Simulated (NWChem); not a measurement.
System: CH$_{6}$O$_{2}$Si$_{2}$; SMILES O[Si@@H]1C[SiH2]O1

```xyz
11

O      0.1773    -2.1934    -0.5224
Si    -0.0315    -0.8643     0.4417
C     -1.3379     0.4350    -0.0496
Si     0.1717     1.5801    -0.1711
O      1.1911     0.2922     0.2684
H      0.4320    -2.0386    -1.4432
H     -0.1259    -1.4248     1.8066
H     -2.0612     0.6790     0.7350
H     -1.8782     0.2423    -0.9815
H      0.2259     2.6976     0.8070
H      0.4943     2.1019    -1.5265
```
Atoms are numbered in this order, from 1.

Computed with NWChem. Pople sets run with spherical d functions. Geometry: optimised at B3LYP/6-31G* (spherical d). Atomic charges in e: unrestrained fits to the electrostatic potential beside Mulliken populations; buried atoms are poorly determined by the fit.

Task: What does the run give for Hartree-Fock/6-31G*? Quantities: ESP O1; Mulliken O1; ESP Si2; Mulliken Si2; ESP C3; Mulliken C3; ESP Si4; Mulliken Si4; ESP O5; Mulliken O5; relative RMS misfit of the potential (%).

Result: 
```json
{
  "ESP O1": "-0.81",
  "Mulliken O1": "-0.88",
  "ESP Si2": "1.17",
  "Mulliken Si2": "1.29",
  "ESP C3": "-0.79",
  "Mulliken C3": "-0.94",
  "ESP Si4": "0.91",
  "Mulliken Si4": "1.00",
  "ESP O5": "-0.71",
  "Mulliken O5": "-0.90",
  "relative RMS misfit of the potential (%)": "24"
}
```
